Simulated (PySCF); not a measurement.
PySCF job for sulfuric acid anion (H₂O₄S), SMILES O=S(=O)(O)O (connectivity only; charge and spin as stated), charge -1, multiplicity 2, PBE0/pcH-1. Geometry: PBE0-D3(BJ)/def2-SVPD. The multiplicity is an assumed one; other spin states were not compared. Other conformers were not sampled.

```python
import numpy as np
from pyscf import gto, scf, dft
from pyscf.prop.hfc import uks as hfc
from pyscf.prop.gtensor import uks as gtensor

mol = gto.M(
    atom='''
    O     0.21891272   -1.77376647   -0.62169075
    S     0.00000000    0.00000000   -0.03879671
    O    -1.26155051   -0.16450849    0.73186908
    O     1.26155051    0.16450849    0.73186907
    O    -0.21891273    1.77376647   -0.62169075
    H    -0.70032377   -2.06492249   -0.57105289
    H     0.70032377    2.06492248   -0.57105288
    ''',
    basis='pcH-1',
    charge=-1,
    spin=1,
    max_memory=1600,
    verbose=3,
)
mf = dft.UKS(mol, xc='pbe0').density_fit(auxbasis='def2-universal-jkfit')
mf.grids.level = 3
mf.conv_tol = 1e-10
mf.max_cycle = 100
mf.kernel()
fine, coarse = mf.grids, dft.Grids(mol).set(level=1).build(with_non0tab=True)
for _ in range(3):  # follow internal instabilities
    mf.grids = coarse
    mo, _, stable, _ = mf.stability(return_status=True, nroots=4)
    mf.grids = fine
    if stable:
        break
    mf.kernel(mf.make_rdm1(mo, mf.mo_occ))
A = hfc.HFC(mf).make_fcdip(mf.make_rdm1())  # Fermi contact and dipolar terms, MHz
print('atom   A(iso)/MHz   principal dipolar parts/MHz')
for i, a in enumerate(A):
    w = np.linalg.eigvalsh((a + a.T) / 2)
    print(f'{mol.atom_symbol(i):2s}{i + 1:3d} {w.mean():12.2f}', (w - w.mean()).round(2))
gt = gtensor.GTensor(mf)
gt.dia_soc2e, gt.para_soc2e, gt.so_eff_charge = None, None, True
gt.max_cycle_cphf = 60
g = gt.kernel()
```

It prints:

```

WARN: HOMO -0.230926803816786 >= LUMO -0.230926803816743

converged SCF energy = -699.784190921379  <S^2> = 0.75820664  2S+1 = 2.0081899
<class 'pyscf.df.df_jk.DFUKS'> wavefunction is stable in the internal stability analysis
atom   A(iso)/MHz   principal dipolar parts/MHz
O   1       -92.01 [-93.57  46.45  47.12]
S   2       528.95 [-38.95 -28.67  67.62]
O   3        -6.26 [-32.19  13.77  18.42]
O   4        -6.26 [-32.19  13.77  18.42]
O   5       -92.01 [-93.57  46.45  47.12]
H   6       -18.93 [-24.09  -5.41  29.5 ]
H   7       -18.93 [-24.09  -5.41  29.5 ]
SOC(1e)/OZ [0.00659783 0.00121975 0.00116978]
free electron g 2.00231930436182
g-tensor total [2.00872333 2.00331046 2.00330178]
g-shift (ppt) [6.40402869 0.99115447 0.98247536]
```

The run converged.
